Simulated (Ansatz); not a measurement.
Ansatz (a quantum-chemistry and plane-wave program) job for Ga(OH)2(SiH3) (GaH₅O₂Si), SMILES [OH][Ga]([OH])[SiH3], PBE-D3(BJ)/def2-SVP. 

Ansatz 0.2 input:
```yaml
crystal:
  periodic: [false, false, false]
  atoms:
    - {symbol: Ga, position_ang: [-0.28746331, 0.07532240, -0.19961254]}
    - {symbol: O, position_ang: [-1.61755903, -1.11851946, -0.39706878]}
    - {symbol: H, position_ang: [-2.35324665, -0.86150286, -0.96737186]}
    - {symbol: O, position_ang: [-0.42547741, 1.64882334, -1.05903728]}
    - {symbol: H, position_ang: [-1.21390409, 1.78262688, -1.60033053]}
    - {symbol: Si, position_ang: [1.62280594, -0.42200326, 1.15088578]}
    - {symbol: H, position_ang: [2.12809184, 0.81819316, 1.80605721]}
    - {symbol: H, position_ang: [2.70460938, -0.98423011, 0.28971866]}
    - {symbol: H, position_ang: [1.27082071, -1.42446669, 2.19636266]}
basis:
  gaussian:
    orbitals: def2-SVP
hamiltonian:
  xc: pbe
  dispersion: d3bj
relax: {f_tol: 0.002, max_steps: 200}
```

It prints:

```
WARN ansatz: RAYON_NUM_THREADS=1 ignored (pool sized by the plan → 1); use --threads N
Functional definition: PBE
integrals: 0.05 GiB planned
1127 factors; their error is unknown
mean field: 0.26 GiB planned
mean field evaluation 1: about -64390.7000 eV, gradient 8.7e1 eV
mean field evaluation 2: about -64279.7386 eV, gradient 2.2e2 eV
mean field evaluation 4: about -64403.0927 eV, gradient 1.9e1 eV
mean field evaluation 8: about -64403.7713 eV, gradient 2.0e-1 eV
mean field evaluation 16: about -64403.7069 eV, gradient 2.3e-4 eV
mean field -64403.70692953 eV, -2366.7925752599 hartree, gradient 3.2e-5 eV, S^2 0.000000; 0 other end points of the search recorded, 0 dependent functions left out
the calculation of the forces begins
reference -64403.70697001 eV, -2366.7925767473 hartree; 33, 33 occupied and 70, 70 virtual orbitals, 1127 factors
relax step   1: F+E_penalty+E_count = -64403.85460443 eV  Δ(F+E_penalty+E_count) = +0.000e0 eV  max|allowed force component| = 3.996e-1 eV/Å  Δτ_max = 0.0000 Å  (27 SCF iters, accepted)
these checks for a lower state are left out or cut short: starts, cluster_reference, orbital_swaps, neighbouring_geometries, increment
integrals: 0.05 GiB planned
1127 factors; their error is unknown
mean field: 0.26 GiB planned
mean field -64403.71811602 eV, -2366.7929863555 hartree, gradient 2.4e-5 eV, S^2 0.000000; 0 other end points of the search recorded, 0 dependent functions left out
the calculation of the forces begins
reference -64403.71815656 eV, -2366.7929878456 hartree; 33, 33 occupied and 70, 70 virtual orbitals, 1127 factors
relax step   2: F+E_penalty+E_count = -64403.86567392 eV  Δ(F+E_penalty+E_count) = -1.107e-2 eV  max|allowed force component| = 1.840e-1 eV/Å  Δτ_max = 0.0137 Å  (29 SCF iters, accepted)
these checks for a lower state are left out or cut short: starts, cluster_reference, orbital_swaps, neighbouring_geometries, increment
integrals: 0.05 GiB planned
1127 factors; their error is unknown
mean field: 0.26 GiB planned
mean field evaluation 32: about -64403.7209 eV, gradient 2.4e-5 eV
mean field -64403.72094738 eV, -2366.7930904061 hartree, gradient 2.4e-5 eV, S^2 0.000000; 0 other end points of the search recorded, 0 dependent functions left out
the calculation of the forces begins
reference -64403.72098796 eV, -2366.7930918975 hartree; 33, 33 occupied and 70, 70 virtual orbitals, 1127 factors
relax step   3: F+E_penalty+E_count = -64403.86835155 eV  Δ(F+E_penalty+E_count) = -2.678e-3 eV  max|allowed force component| = 3.837e-2 eV/Å  Δτ_max = 0.0080 Å  (29 SCF iters, accepted)
these checks for a lower state are left out or cut short: starts, cluster_reference, orbital_swaps, neighbouring_geometries, increment
integrals: 0.05 GiB planned
1127 factors; their error is unknown
mean field: 0.26 GiB planned
mean field -64403.72109248 eV, -2366.7930957384 hartree, gradient 2.4e-5 eV, S^2 0.000000; 0 other end points of the search recorded, 0 dependent functions left out
the calculation of the forces begins
reference -64403.72113304 eV, -2366.7930972293 hartree; 33, 33 occupied and 70, 70 virtual orbitals, 1127 factors
relax step   4: F+E_penalty+E_count = -64403.86861146 eV  Δ(F+E_penalty+E_count) = -2.599e-4 eV  max|allowed force component| = 1.194e-1 eV/Å  Δτ_max = 0.0240 Å  (28 SCF iters, accepted)
these checks for a lower state are left out or cut short: starts, cluster_reference, orbital_swaps, neighbouring_geometries, increment
integrals: 0.05 GiB planned
1127 factors; their error is unknown
mean field: 0.26 GiB planned
mean field -64403.72160260 eV, -2366.7931144852 hartree, gradient 2.5e-5 eV, S^2 0.000000; 0 other end points of the search recorded, 0 dependent functions left out
the calculation of the forces begins
reference -64403.72164316 eV, -2366.7931159756 hartree; 33, 33 occupied and 70, 70 virtual orbitals, 1127 factors
relax step   5: F+E_penalty+E_count = -64403.86913207 eV  Δ(F+E_penalty+E_count) = -5.206e-4 eV  max|allowed force component| = 8.284e-3 eV/Å  Δτ_max = 0.0060 Å  (30 SCF iters, accepted)
these checks for a lower state are left out or cut short: starts, cluster_reference, orbital_swaps, neighbouring_geometries, increment
integrals: 0.05 GiB planned
1127 factors; their error is unknown
mean field: 0.26 GiB planned
mean field -64403.72159066 eV, -2366.7931140465 hartree, gradient 3.4e-5 eV, S^2 0.000000; 0 other end points of the search recorded, 0 dependent functions left out
the calculation of the forces begins
reference -64403.72163122 eV, -2366.7931155369 hartree; 33, 33 occupied and 70, 70 virtual orbitals, 1127 factors
relax step   6: F+E_penalty+E_count = -64403.86913601 eV  Δ(F+E_penalty+E_count) = -3.941e-6 eV  max|allowed force component| = 9.746e-4 eV/Å  Δτ_max = 0.0007 Å  (19 SCF iters, accepted)
integrals: 0.05 GiB planned
1127 factors; their error is unknown
mean field: 0.26 GiB planned
mean field evaluation 64: about -64403.7216 eV, gradient 8.1e-2 eV
mean field -64403.72159066 eV, -2366.7931140465 hartree, gradient 3.4e-5 eV, S^2 0.000000; 1 other end points of the search recorded, 0 dependent functions left out
the calculation of the forces begins
reference -64403.72163122 eV, -2366.7931155369 hartree; 33, 33 occupied and 70, 70 virtual orbitals, 1127 factors
Total energy: -64403.86917657 eV, -2366.7985377284 hartree
Atom 0 at    -0.288181     0.075763    -0.200644 Å, force    -0.000616     0.000350    -0.000186 eV/Å
Atom 1 at    -1.623094    -1.133467    -0.392222 Å, force     0.000463     0.000307     0.000026 eV/Å
Atom 2 at    -2.347502    -0.840715    -0.975041 Å, force     0.000036     0.000126    -0.000158 eV/Å
Atom 3 at    -0.418849     1.664179    -1.061355 Å, force    -0.000287    -0.000216    -0.000104 eV/Å
Atom 4 at    -1.226432     1.763077    -1.598153 Å, force    -0.000101     0.000026    -0.000139 eV/Å
Atom 5 at     1.620106    -0.421250     1.149085 Å, force     0.000653    -0.000407     0.000975 eV/Å
Atom 6 at     2.132487     0.828235     1.810337 Å, force    -0.000205     0.000124    -0.000233 eV/Å
Atom 7 at     2.713353    -0.989034     0.283700 Å, force    -0.000132    -0.000149    -0.000221 eV/Å
Atom 8 at     1.266791    -1.432546     2.203895 Å, force     0.000189    -0.000162     0.000040 eV/Å
Dipole moment:    -0.238623     0.060278    -0.176739 e Å
```

The run converged.
